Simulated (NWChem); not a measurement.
Molecule: C4H5Cl; SMILES C(C#C)CCl

```xyz
10

C      0.9545    -2.3903    -0.1261
C      0.0544    -1.5934     0.0920
C     -1.0232    -0.6379     0.3323
C     -0.8893     0.6778    -0.4411
Cl     0.5488     1.6270     0.0788
H      1.7538    -3.0935    -0.3121
H     -1.0933    -0.4133     1.4189
H     -1.9966    -1.0978     0.0459
H     -0.7818     0.4916    -1.5268
H     -1.7795     1.3135    -0.2715
```
Atoms are numbered in this order, from 1.

Results from NWChem. Structure relaxed at the PBE-D3(BJ)/def2-SVP level. B3LYP is NWChem's, with the RPA form of VWN correlation. Level: B3LYP/def2-SVP with SMD (1 M gas to 1 M solution), gas-phase geometry.

Predict the results for solvent chloroform. Quantities: solvation free energy (kcal/mol); cavity-dispersion-structure term (kcal/mol); dipole in solution (D).


```json
{
 "solvation free energy (kcal/mol)": "-6.6",
 "cavity-dispersion-structure term (kcal/mol)": "-1.7",
 "dipole in solution (D)": "2.44"
}
```
